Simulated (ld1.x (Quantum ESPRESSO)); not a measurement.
# Sn: excitation energies, all-electron against TM

Sn (Z = 50), norm-conserving Troullier–Martins (Kleinman–Bylander form), made with ld1.x (Quantum ESPRESSO) 7.5 (LDA (PZ), scalar-relativistic). Core [Kr] 4d10, reference 5s1.75 5p2.25. Waves: 5s (bound): rc 2.05 bohr; 5p (bound): rc 2.30 bohr. Local part: all-electron potential smoothed inside 1.80 bohr (lloc = -1). Core correction: none.

Energies are relative to the spin-unpolarised reference configuration 5s1.75 5p2.25; without spin polarisation the order of configurations can differ from experiment. Spin-polarised rows fill each open shell by Hund’s rule, majority spin first. The frozen-core shift is the all-electron ΔE with the core orbitals held at their reference shape minus the fully relaxed ΔE.

```
         valence configuration  charge  ΔE all-electron (eV)  error AE − PS (meV)  frozen-core shift (meV)
                       5s2 5p2       0                -1.744                 +0.8                     +0.8
                       5s2 5p1      +1                 5.354                 +6.2                     +6.3
                       5s2 5p0      +2                19.619                  +37                      +64
                       5s1 5p3       0                 5.331                 +7.5                     +7.6
                     5s2 5p2.3    -0.3                -2.643                 +1.1                     +1.5
                       5s1 5p2      +1                13.089                  +18                      +34
5s1.75 5p2.25 (spin-polarised)       0                -0.752                 +164                     +8.7
      5s2 5p2 (spin-polarised)       0                -2.219                  +79                     +5.4
```

Q: What are ΔE and the potential's error for 5s2 5p1.5?

A: ΔE = 0.972 eV all-electron; the error (AE − PS) is +1.8 meV.

Note: ghost states, extra bound levels that the all-electron valence spectrum of the same l lacks: s at -21.9 eV, d at -1.19 eV. A true bound ghost makes a file unfit for plane-wave use.
